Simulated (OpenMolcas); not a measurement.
## How basis sets differ on BSiN2H5 (SMILES N[SiH]1BN1)

BSiN2H5 has 9 atoms, charge 0, and is taken as a singlet. SMILES: `N[SiH]1BN1`. Geometry: relaxed at PBE0-D4/def2-TZVP. This is one conformer, not always the lowest.

```xyz
9

N    -0.6378    1.5881    0.2182
Si    0.2589    0.1755    0.5305
B    -0.2339   -1.6258    0.1102
N     0.6505   -0.9716   -0.7384
H    -0.2213    2.5033    0.2129
H    -1.5618    1.5773   -0.1773
H     1.4412    0.6209    1.3052
H    -0.7413   -2.7024    0.1144
H     1.1340   -1.2116   -1.5929
```

Quantity: the dipole moment, in D. The values are calculated.

```tsv
level	kind	program	value (D)
HF/ANO-R0 (sfX2C)	Hartree–Fock	OpenMolcas	3.19
HF/ANO-RCC-MB (DKH2)	Hartree–Fock	OpenMolcas	2.14
HF/STO-3G	Hartree–Fock	OpenMolcas	1.23
HF/3-21G	Hartree–Fock	OpenMolcas	1.94
HF/cc-pVDZ	Hartree–Fock	OpenMolcas	1.96
```

The values span 1.23 to 3.19 D. Magnitudes only. Sets without polarisation functions give poor dipoles.
